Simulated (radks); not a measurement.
Ionisation ladder of hafnium, from Hf I to Hf V. Each ion is in the ground configuration listed by NIST, and IE = E(next ion) - E(this ion). All-electron calculation, Dirac Kohn-Sham, BLYP, spin-unpolarised, spherical densities, finite nucleus; open shells are shared between the two j in proportion to 2j + 1; Fermi nuclear charge, rms radius 5.347 fm. Program: a radial shooting solver on a logarithmic mesh with Libxc functionals.

species      configuration  IE, Delta-SCF (eV)  -e(HOMO) (eV)   HOMO  <r> HOMO (bohr)
Hf I     [Xe] 4f14 5d2 6s2                   ?          2.387  5d5/2             2.58
Hf II    [Xe] 4f14 5d1 6s2              15.795         10.340  5d5/2             2.21
Hf III       [Xe] 4f14 5d2              21.802         16.489  5d5/2             2.16
Hf IV        [Xe] 4f14 5d1                   ?         26.851  5d5/2             1.97
Hf V             [Xe] 4f14              69.326         56.842  4f7/2            0.675

Estimate the withheld Delta-SCF values.

Answer. Hf I: 6.380 eV (NIST 6.825); Hf IV: 32.867 eV (NIST 33.37).

Beside tabulated values, note that spin-unpolarised runs miss the spin-polarisation part of the exchange energy of open shells.
